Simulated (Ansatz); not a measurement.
Start from `[Cl][In]([Cl])[GeH3]` and change one atom or group to get `[Cl][In]([Cl])[Cl]`.

Ansatz, PBE0-D4/def2-TZVP geometries, multiplicity 1. 

Elements past krypton have def2 core potentials. Scalar relativity is left out up to krypton.

| property | `[Cl][In]([Cl])[GeH3]` |
| --- | --- |
| size of the dipole moment (B3LYP/def2-TZVPP) / D | 3.82 |
| LUMO energy (PBE0/def2-TZVPP) / eV | -2.07 |
| size of the dipole moment (PBE/def2-TZVPP) / D | 3.70 |
| size of the dipole moment (ωB97M-V/def2-TZVPP) / D | 3.81 |
| HOMO energy (B3LYP/def2-TZVPP) / eV | -8.02 |
| LUMO energy (ωB97M-V/def2-TZVPP) / eV | -0.45 |

What does the change do to each property? (Estimate.)

Computed: 
```
                                          property  `[Cl][In]([Cl])[Cl]`  shift
  size of the dipole moment (B3LYP/def2-TZVPP) / D                  0.00  -3.82
                LUMO energy (PBE0/def2-TZVPP) / eV                 -2.89  -0.82
    size of the dipole moment (PBE/def2-TZVPP) / D                  0.00  -3.70
size of the dipole moment (ωB97M-V/def2-TZVPP) / D                  0.00  -3.81
               HOMO energy (B3LYP/def2-TZVPP) / eV                 -9.16  -1.14
             LUMO energy (ωB97M-V/def2-TZVPP) / eV                 -0.91  -0.46
```

With PBE0 the HOMO falls by 1.20 eV and the LUMO falls by 0.82 eV, so the gap widens by about 0.38 eV. PBE moves the HOMO by -0.90 eV and ωB97M-V by -1.48 eV.

B3LYP here is the variant with VWN-RPA as its local correlation; programs differ in this.
